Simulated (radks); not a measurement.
The numbers below are computed, except where a source is named.
All-electron atom: Lu2+ in [Xe] 4f14 6s1.

Level of theory: scalar-relativistic Kohn-Sham, LDA (Slater exchange, Perdew-Wang correlation), spin-polarised, spherical densities, finite nucleus; open shells are filled with parallel spins first (spin-orbit coupling, left out, can overturn this in heavy ions); Fermi nuclear charge, rms radius 5.37 fm; hard spherical wall at 15 bohr (a radial shooting solver on a logarithmic mesh with Libxc functionals).

Energy parts (Ry):
total: -29103.8555
kinetic: 31783.9544
electron-nucleus: -71640.1563
Hartree: 11334.0328
exchange-correlation: -581.6864

Orbitals (lengths in bohr, moments of r in powers of bohr):
orbital	occ.	eigenvalue (Ry)	<1/r>
1s up	1	-4644.229	82.12
1s down	1	-4644.228	82.12
2s up	1	-791.7551	19.16
2s down	1	-791.7544	19.16
2p up	3	-697.1414	17.55
2p down	3	-697.1407	17.55
3s up	1	-180.3728	7.083
3s down	1	-180.3724	7.083
3p up	3	-151.9681	6.585
3p down	3	-151.9677	6.585
3d up	5	-117.7530	6.235
3d down	5	-117.7526	6.235
4s up	1	-36.88013	3.001
4s down	1	-36.87945	3.001
4p up	3	-27.55219	2.735
4p down	3	-27.55132	2.735
4d up	5	-15.37073	2.420
4d down	5	-15.36949	2.421
4f up	7	-2.00176	1.831
4f down	7	-1.99867	1.833
5s up	1	-5.78308	1.138
5s down	1	-5.77690	1.139
5p up	3	-3.60921	0.9454
5p down	3	-3.59743	0.9485
5d up	0	-1.27542	0.5856
5d down	0	-1.23142	0.5972
6s up	1	-1.34508	0.4182
6s down	0	-1.27311	0.4181
6p up	0	-0.93842	0.3409
6p down	0	-0.87412	0.3323
7s up	0	-0.52678	0.2117
7s down	0	-0.50945	0.2062

The highest occupied level is 6s up at -18.301 eV. The spin density at the nucleus is 77.13 e/bohr^3 (1s 0.25, 2s 0.06, 3s 0.05, 4s -0.07, 5s -0.90, 6s 77.73). The density falls to 0.001 e/bohr^3 at r = 4.03 bohr. Spin moment in Bohr magnetons: 1. The electron density at the nucleus is 1.172e+06 e/bohr^3 (large components only). Summed over all electrons, <r^2> = 42.45 bohr^2, which gives a Langevin (diamagnetic) susceptibility term of -33.6 x 10^-6 cm^3/mol. The pressure on the wall is 6.99e-09 GPa.
